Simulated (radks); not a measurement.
Nd2+, configuration [Xe] 4f4. Method: scalar-relativistic Kohn-Sham, PBE, spin-unpolarised, spherical densities, point nucleus; computed with a radial shooting solver on a logarithmic mesh with Libxc functionals.

Normalised radial functions P(r) = r R(r), r in bohr:

```
   r/bohr * 3d, o 4d, + 4f (the largest magnitude, 2.09, reaches the edge; | marks zero, & curves that meet)
 0.001677                             &
 0.001937                             &
 0.002219                             &
 0.002563                             &
 0.002936                             &
 0.003391                             &
 0.003885                             &
 0.004486                             &
  0.00514                             &
 0.005889                             &
 0.006801                             &
 0.007791                             &
 0.008998                             &
  0.01031                             &
  0.01191                             &
  0.01364                             &
  0.01575                             &
  0.01805                             &
  0.02084                             &*
  0.02388                             &*
  0.02758                             +&
   0.0316                             +o*
   0.0362                             +o *
  0.04181                             + o *
   0.0479                             + o  *
  0.05531                             +  o  *
  0.06337                             +   o   *
  0.07319                             +    o     *
  0.08385                             +     o      *
  0.09684                             |+     o        *
   0.1109                             |+      o          *
   0.1281                             |+       o            *
   0.1468                             | +       o              *
   0.1682                             | +       o               *
   0.1942                             |  +     o                 *
   0.2225                             |   +  o                  *
    0.257                             |   o +                  *
   0.2944                             o      +              *
     0.34                        o    |       +         *
   0.3896                    o        |         +  *
   0.4499                o            |        * +
   0.5154             o               |     *     +
   0.5953            o                |  *        +
    0.682            o                | *         +
   0.7876              o              |*          +
   0.9024                 o           *          +
    1.034                   o         *          +
    1.194                      o      *        +
    1.368                         o   *       +
     1.58                           o *      +
     1.81                            o*     +
     2.09                            o*    +
    2.395                             &   +
    2.766                             &  +
    3.169                             & +
    3.659                             &+
    4.192                             &+
    4.842                             &+
    5.547                             &
```

3d: eigenvalue -975.27 eV, 0 radial nodes, <r> = 0.242 bohr, 90 % of the charge inside 0.377 bohr. 4d: eigenvalue -129.50 eV, 1 radial node at r = 0.293 bohr, <r> = 0.707 bohr, 90 % of the charge inside 1.06 bohr. 4f: eigenvalue -14.575 eV, 0 radial nodes, <r> = 1.09 bohr, 90 % of the charge inside 1.92 bohr.
